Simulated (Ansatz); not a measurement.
Reaction (redistribution): `C[CH2][SnH]([F])[F]` + `[F][SbH][SiH3]` → `C[CH2][SnH2][F]` + `[F][Sb]([F])[SiH3]`

Isolated molecules relaxed with PBE0-D4/def2-TZVP in Ansatz; ΔE leaves out vibrations. CCSD(T)/CBS adds triple-zeta CCSD(T) − MP2 to the extrapolated MP2 energy (def2 sets, frozen cores). Functionals use def2-TZVPP. B3LYP here is the variant with VWN-RPA as its local correlation; programs differ in this. def2 core potentials past Kr. For Sb, Sn outer-core shells are correlated without core-valence functions, which leaves a few kJ/mol of doubt a bond. Each species was taken in one conformer, which may not be the lowest.

| level | ΔE (kcal/mol) |
| --- | --- |
| CAM-B3LYP-D4 | 3.2 |
| B3LYP | 3.2 |

(1) What does CCSD(T)/CBS give? (An estimate is asked.)

Largest T1 diagnostic among the species: 0.015.

## Answers

(1) Computed: +4.3 kcal/mol. The listed levels differ from it by -1.1, -1.1 kcal/mol.

From BLYP to BHLYP (50 % exact exchange), in def2-TZVPP and without D4, ΔE moves by +1.6 kcal/mol. Leaving LDA and LC-ωPBE aside and taking each functional with its dispersion term where it has one, the values, not all of them listed here, spread over 2.7 kcal/mol, from B97M-V to PBE-QIDH. At CCSD(T), def2-SVP lies +3.0 kcal/mol from the extrapolated value and def2-TZVPP +0.7 kcal/mol.
